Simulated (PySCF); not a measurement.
A calculated (PBE, PySCF 2.14, x2c-QZVPPall, scalar relativity by spin-free X2C-1e) atom or ion has these occupied shells.

```json
{"shell": "1s β", "electrons": "1", "orbital energy (eV)": "-23022.5", "rms radius, mean of both spins (bohr)": "0.0375"}
{"shell": "1s α", "electrons": "1", "orbital energy (eV)": "-23022.5", "rms radius, mean of both spins (bohr)": "0.0375"}
{"shell": "2s α", "electrons": "1", "orbital energy (eV)": "-3356.6", "rms radius, mean of both spins (bohr)": "0.154"}
{"shell": "2s β", "electrons": "1", "orbital energy (eV)": "-3356.1", "rms radius, mean of both spins (bohr)": "0.154"}
{"shell": "2p α", "electrons": "3", "orbital energy (eV)": "-3011.5", "rms radius, mean of both spins (bohr)": "0.136"}
{"shell": "2p β", "electrons": "3", "orbital energy (eV)": "-3011.1", "rms radius, mean of both spins (bohr)": "0.136"}
{"shell": "3s α", "electrons": "1", "orbital energy (eV)": "-617.28", "rms radius, mean of both spins (bohr)": "0.418"}
{"shell": "3s β", "electrons": "1", "orbital energy (eV)": "-617.03", "rms radius, mean of both spins (bohr)": "0.418"}
{"shell": "3p α", "electrons": "3", "orbital energy (eV)": "-503.69", "rms radius, mean of both spins (bohr)": "0.421"}
{"shell": "3p β", "electrons": "3", "orbital energy (eV)": "-503.41", "rms radius, mean of both spins (bohr)": "0.421"}
{"shell": "3d α", "electrons": "5", "orbital energy (eV)": "-321.65", "rms radius, mean of both spins (bohr)": "0.405"}
{"shell": "3d β", "electrons": "5", "orbital energy (eV)": "-321.21", "rms radius, mean of both spins (bohr)": "0.405"}
{"shell": "4s α", "electrons": "1", "orbital energy (eV)": "-104.25", "rms radius, mean of both spins (bohr)": "1.04"}
{"shell": "4s β", "electrons": "1", "orbital energy (eV)": "-102.01", "rms radius, mean of both spins (bohr)": "1.04"}
{"shell": "4p α", "electrons": "3", "orbital energy (eV)": "-72.165", "rms radius, mean of both spins (bohr)": "1.15"}
{"shell": "4p β", "electrons": "3", "orbital energy (eV)": "-69.790", "rms radius, mean of both spins (bohr)": "1.15"}
{"shell": "4d α", "electrons": "5", "orbital energy (eV)": "-26.676", "rms radius, mean of both spins (bohr)": "1.58"}
{"shell": "4d β", "electrons": "2", "orbital energy (eV)": "-24.881", "rms radius, mean of both spins (bohr)": "1.58"}
```

(1) Name the element and its charge.

Results:

(1) Rh²⁺ (rhodium, charge +2), in [Kr] 4d7, high-spin 4F determinant.
